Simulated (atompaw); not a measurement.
What one change does to a pseudopotential (copper, PAW (atompaw))

```json
{
  "Element": "copper (Cu)",
  "Generator": "atompaw 4.2.0.5",
  "Type": "PAW",
  "Functional": "PBEsol",
  "Relativity": "scalar-relativistic",
  "Frozen core": "[Ne]",
  "Valence charge": "19",
  "Reference configuration": "3s2 3p6 3d10 4s1 4p0",
  "Partial waves": "3s (bound): rc 0.75 bohr; 4s (bound): rc 1.50 bohr; 3p (bound): rc 1.20 bohr; 4p (bound, empty): rc 0.35 bohr; 3d (bound): rc 1.50 bohr; 3d channel at 3.3 Ry: rc 1.50 bohr",
  "Local potential": "vpsmatchnc scheme with l = 3 at 0 Ry, radius 1.35 bohr",
  "Core correction": "smooth core density matched at 1.50 bohr",
  "Augmentation charge": "sinc compensation charge, radius 1.40 bohr; PAW radius 1.50 bohr; waves and projectors: custom polynom vanderbiltortho"
}
```

All-electron outer shells of the reference configuration (PBEsol, scalar-relativistic, ld1.x):

```json
{"shell": "2s", "level (eV)": "-1061.45", "outermost node (bohr)": "0.07", "outermost maximum (bohr)": "0.20"}
{"shell": "2p", "level (eV)": "-916.42", "outermost node (bohr)": "–", "outermost maximum (bohr)": "0.16"}
{"shell": "3s", "level (eV)": "-114.40", "outermost node (bohr)": "0.29", "outermost maximum (bohr)": "0.61"}
{"shell": "3p", "level (eV)": "-72.00", "outermost node (bohr)": "0.26", "outermost maximum (bohr)": "0.62"}
{"shell": "3d", "level (eV)": "-5.06", "outermost node (bohr)": "–", "outermost maximum (bohr)": "0.60"}
{"shell": "4s", "level (eV)": "-4.61", "outermost node (bohr)": "0.89", "outermost maximum (bohr)": "2.27"}
{"shell": "4p", "level (eV)": "-0.64", "outermost node (bohr)": "0.98", "outermost maximum (bohr)": "3.56"}
```

Change: augmentation sinc compensation charge, radius 1.40 bohr; PAW radius 1.50 bohr; waves and projectors: modrrkj vanderbiltortho.

Cutoffs: the cutoffs (Ry, on a coarse ladder) from which the occupation-weighted sum of valence levels, in a spherical-Bessel basis at the reference potential, stays within 10 and 1 mRy of its value at 400 Ry; they do not see the model core or the augmentation charge, which bear on the density cutoff.

Problem. What does the change do?

Solution. The potential gets softer (110 Ry and 200 Ry → 90 Ry and 180 Ry); both files keep a bound ghost (p); the range in which the d phases agree narrows (upper end at the end of the scan → -0.2).

```csv
quantity,base,changed
"cutoff, loose",110 Ry,90 Ry
"cutoff, tight",200 Ry,180 Ry
loose cutoff by channel (10 mRy a level),"s 90 Ry, p 50 Ry, d 40 Ry","s 70 Ry, p 45 Ry, d 35 Ry"
bound ghosts,p,p
s: phases at 1.51 bohr within 0.05 rad from the reference energy up to (Ry; the scan ends near 5),2.3,3.2
p: phases at 1.51 bohr within 0.05 rad from the reference energy up to (Ry; the scan ends near 5),to the end of the scan,4.1
d: phases at 1.51 bohr within 0.05 rad from the reference energy up to (Ry; the scan ends near 5),to the end of the scan,-0.2
lowest overlap eigenvalue by channel,"s 0.65, p 0.36, d 0.93","s 0.69, p 0.40, d 1.00"
```

Base: The cutoffs count occupied waves only; the empty 4p level needs 260 Ry at the loose tolerance. Changed file: The cutoffs count occupied waves only; the empty 4p level needs 260 Ry at the loose tolerance. A true bound ghost makes a file unfit for plane-wave use even where its test errors are small: the radial tests pick states by their node count and pass the ghost by. The cutoffs see the waves, projectors and local potential, not the compensation charge or the core.
